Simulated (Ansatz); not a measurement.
Molecule: sum formula SiPH$_{4}$, net charge 0, doublet state. It need not be the lowest isomer of its formula. 
Coordinates optimised at B3LYP-D3(BJ)/def2-TZVP (Ansatz, a program for electronic structure):
```
Si
H 1 1.4892
H 1 1.4892 2 108.42
P 1 2.2575 2 108.18 3 -117.10
H 4 1.4177 1 96.32 2 -73.60
H 4 1.4177 5 94.78 1 96.92
```
Charge 0, spin multiplicity 2.

Basis-set convergence of Hartree-Fock and MP2 correlation energies (hartree) with Ansatz. Correlated levels leave the core frozen unless marked. Open shells are spin-unrestricted. No spin-orbit coupling. Non-relativistic.

```csv
basis,functions,E(HF),"E(corr, MP2)"
aug-cc-pV(D+d)Z,100,-631.97061,-0.22279
aug-cc-pV(T+d)Z,202,?,?
```

Q: What belongs in the gaps?

A: 
- aug-cc-pV(T+d)Z, E(HF): -631.99295
- aug-cc-pV(T+d)Z, E(corr, MP2): -0.27130
